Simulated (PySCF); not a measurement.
Compound: H8OSi3Te.
Z-matrix (Å and degrees, PBE0-D3(BJ)/def2-SVP geometry), rows numbered from 1:
```
Si
O   1  1.6638
Si  2  1.6529  1  146.04
Te  3  2.5017  2  110.84  1   -35.03
Si  4  2.5069  3   89.06  2   -55.14
H   1  1.4920  2  109.36  3   -99.18
H   1  1.4900  2  108.18  3   141.48
H   1  1.4928  2  110.29  3    21.21
H   3  1.4879  2  107.29  1  -154.99
H   3  1.4918  2  111.43  1    83.21
H   5  1.4939  4  109.59  3   -44.24
H   5  1.4942  4  111.21  3    76.10
H   5  1.4919  4  107.51  3  -164.15
```

Level of theory: PySCF 2.14.0, PBE0-D3(BJ)/def2-SVP geometry optimisation, gas phase, def2 core potentials past Kr.

Take the most abundant isotopes and a rigid rotor. The values belong to one conformer with, in the numbering `[SiH3:1][O:2][SiH2:3][Te:4][SiH3:5]`, Si1–O2–Si3–Te4 -35°, O2–Si3–Te4–Si5 -55°.

Problem. Give the principal moments of inertia and the rotational constants in MHz.

Solution. Ia = 277.23, Ib = 655.36, Ic = 774.98 u·Å²; 505379 MHz·u·Å²/I gives A = 1823, B = 771.1, C = 652.1 MHz.

Problem. What kind of rotor is it?

Solution. An asymmetric top. Ray's parameter κ = (2B − A − C)/(A − C) = -0.797; −1 is the prolate and +1 the oblate limit.

Problem. Is it planar, by Δ = Ic − Ia − Ib?

Solution. Not planar: Δ = Ic − Ia − Ib = -157.61 u·Å². For a rigid frame Δ = −2 Σ m c², so Σ m c² = 78.80 u·Å² lies off the ab plane: 15.64 from hydrogen and 63.16 from heavier atoms. The atom farthest from that plane is 2.43 Å away.

Problem. Give the other two planar moments, Paa and Pbb, and the rms extents of the mass along the axes.

Solution. Paa = Σ m a² = (Ib + Ic − Ia)/2 = 576.55 and Pbb = Σ m b² = (Ia + Ic − Ib)/2 = 198.43 u·Å². With the mass M = 237.89 u, the rms extents √(P/M) along a, b and c are 1.56, 0.91, 0.58 Å.

Problem. Predict some low-J microwave lines.

Solution. The dipole components are |μa| = 0.41 D, |μb| = 0.29 D, |μc| = 0.02 D. Intensities carry the squares of the components, which stand as 1.00 : 0.49 : 0.00 (a : b : c). Some lines, for components of 0.1 D or more:

```csv
type,branch,"J(Ka,Kc)",MHz,lower level (cm⁻¹)
a,Q,"2(1,1) ← 2(1,2)",357,0.174
b,Q,"1(1,0) ← 1(0,1)",1171,0.047
b,Q,"2(1,1) ← 2(0,2)",1299,0.142
a,R,"1(0,1) ← 0(0,0)",1423,0.000
b,R,"2(0,2) ← 1(1,1)",1785,0.083
b,R,"1(1,1) ← 0(0,0)",2475,0.000
a,R,"2(1,2) ← 1(1,1)",2728,0.083
a,R,"2(0,2) ← 1(0,1)",2837,0.047
a,R,"2(1,1) ← 1(1,0)",2966,0.087
b,Q,"2(2,0) ← 2(1,1)",3165,0.185
b,Q,"2(2,1) ← 2(1,2)",3512,0.174
b,R,"2(1,2) ← 1(0,1)",3779,0.047
b,R,"2(2,1) ← 1(1,0)",6121,0.087
b,R,"2(2,0) ← 1(1,1)",6250,0.083
```

PBE0-D3(BJ)/def2-SVP frequencies: not computed here. These are rigid-rotor constants of the computed structure; measured ground-state constants (B0) also hold zero-point vibration. A rigid rotor knows nothing of internal rotation, which can split or shift real lines.
